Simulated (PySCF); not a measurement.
## Nd(OH)3(NH3) at several levels of theory

Computed with PySCF 2.14.0 (density fitting, no spin-orbit coupling) at the geometry relaxed with PBE0:

```xyz
11
Nd(OH)3(NH3) (singlet in the valence; each metal's 4f electrons, 3 of them, lie in its core potential, out of spins and levels)
Nd    0.1748   -0.2095    0.2557
O     1.2282    1.3453    1.2531
H     1.7408    1.9800    1.7518
O    -1.4448   -1.1340    1.2775
H    -2.1032   -1.6030    1.7882
O     1.1675   -1.2999   -1.2779
H     1.6658   -1.8301   -1.8988
N    -1.2876    1.3087   -1.2898
H    -1.8941    1.9172   -0.7395
H    -0.7285    1.9106   -1.8946
H    -1.8920    0.7533   -1.8956
```

```json
{"level": "PBE0", "basis": "Nd lcecp-1-SVP with ECP49, O def2-SVP, H def2-SVP, N def2-SVP", "state": "singlet", "HOMO (eV)": "-6.93", "gap (eV)": "6.67", "charge on Nd1 (e)": "0.94", "population of f-type functions on Nd1 (polarisation alone where 4f lies in the core)": "0.10", "dipole about the centre of mass (D)": "4.26", "largest force component (eV/Å)": "0.02"}
{"level": "HF", "basis": "the same", "state": "singlet", "HOMO (eV)": "-11.19", "gap (eV)": "12.79", "charge on Nd1 (e)": "1.49", "population of f-type functions on Nd1 (polarisation alone where 4f lies in the core)": "0.09", "dipole about the centre of mass (D)": "4.35", "largest force component (eV/Å)": "1.13"}
{"level": "PBE0", "basis": "Nd lcecp-1-TZVP with ECP49, O def2-TZVP, H def2-TZVP, N def2-TZVP", "state": "singlet", "HOMO (eV)": "-7.24", "gap (eV)": "6.76", "charge on Nd1 (e)": "1.67", "population of f-type functions on Nd1 (polarisation alone where 4f lies in the core)": "0.12", "dipole about the centre of mass (D)": "4.26", "largest force component (eV/Å)": "0.21"}
```

In the lcecp rows the 4f levels are missing from HOMO and gap, and the state counts the valence alone.

Charges are Mulliken's, which hang on the basis. The relaxation used the grid (50, 194), these runs (75, 302) or, all-electron (x2c bases, spin-free X2C Hamiltonian), (99, 590).

Q: What does CAM-B3LYP with Nd lcecp-1-SVP with ECP49, O def2-SVP, H def2-SVP, N def2-SVP give here?

A: state singlet, HOMO (eV) -8.38, gap (eV) 8.71, charge on Nd1 (e) 0.89, population of f-type functions on Nd1 (polarisation alone where 4f lies in the core) 0.10, dipole about the centre of mass (D) 4.27, largest force component (eV/Å) 0.08. Time: 5.9 s on 2 threads of AMD EPYC 9R45 96-Core Processor (Zen 5) (shared host), from an already converged density.

In the first row's basis the gap widens with exact exchange: 6.7 eV for PBE0 (a fixed share); 8.7 to 12.8 eV for CAM-B3LYP, Hartree–Fock (rising or full at long range).

An lcecp potential fixes the number of 4f electrons, so in runs with it no electron can move into or out of that shell.
